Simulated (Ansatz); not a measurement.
Program: Ansatz 0.2.0.

A structure relaxed at PBE0-D4/def2-TZVP, charge 0, multiplicity 1:

```xyz
12

C     0.6415   -0.8246   -0.9597
N    -0.0703   -0.0561    0.0420
Ga   -1.8750    0.2658   -0.0216
C     0.7522    0.5525    1.0024
F     1.4725    1.6318    0.4673
H     1.2449   -1.6132   -0.4921
H    -0.0647   -1.3017   -1.6411
H     1.3128   -0.1960   -1.5539
H    -2.6501   -0.4294   -1.1825
H    -2.4360    1.1552    1.1294
H     0.1575    0.9547    1.8260
H     1.5148   -0.1391    1.3839
```

Question: Give its formula and SMILES.

Answer: C2H7FGaN, `C[N]([GaH2])CF`.

Question: Summarise the bond lengths by kind.

Answer: 2 × C–N 1.403 to 1.449 Å; 5 × C–H 1.091 to 1.098 Å; 1 × Ga–N 1.834 Å; 2 × Ga–H 1.559 Å; 1 × C–F 1.404 Å.
